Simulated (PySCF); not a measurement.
# Electronic structure of S⁺ (sulfur, charge +1) at the TPSS level

Configuration: [Ne] 3s2 3p3, high-spin 4S determinant. Calculation: PySCF 2.14, in def2-TZVP; the non-relativistic Hamiltonian (point nucleus).

```json
{"Total energy": "-397.7512 hartree", "One-electron energy": "-543.0082 hartree", "Hartree (Coulomb) energy": "170.6252 hartree", "Exchange-correlation energy": "-25.3682 hartree", "Kinetic energy": "397.03236 hartree", "⟨S²⟩": "3.7505", "⟨L²⟩": "0.000", "Sum of ⟨r⟩": "12.72 bohr", "Sum of ⟨r²⟩": "20.65 bohr²", "Density at the nucleus (Gaussians lack the cusp)": "2570 bohr⁻³", "Spin density at the nucleus": "0.349 bohr⁻³", "Langevin diamagnetic susceptibility": "-16.4 ×10⁻⁶ cm³/mol", "Time after the integrals": "0.52 s of wall time on 1 thread of Neoverse-N1 (shared host)"}
```

```csv
shell,electrons,mean orbital energy (eV),"rms radius, mean of both spins (bohr)"
1s α,1,-2417.8,0.113
1s β,1,-2417.3,0.113
2s α,1,-223.62,0.523
2s β,1,-223.21,0.523
2p α,3,-168.69,0.495
2p β,3,-168.06,0.495
3s α,1,-29.196,1.78
3s β,1,-25.219,1.78
3p α,3,-18.131,2.02
```
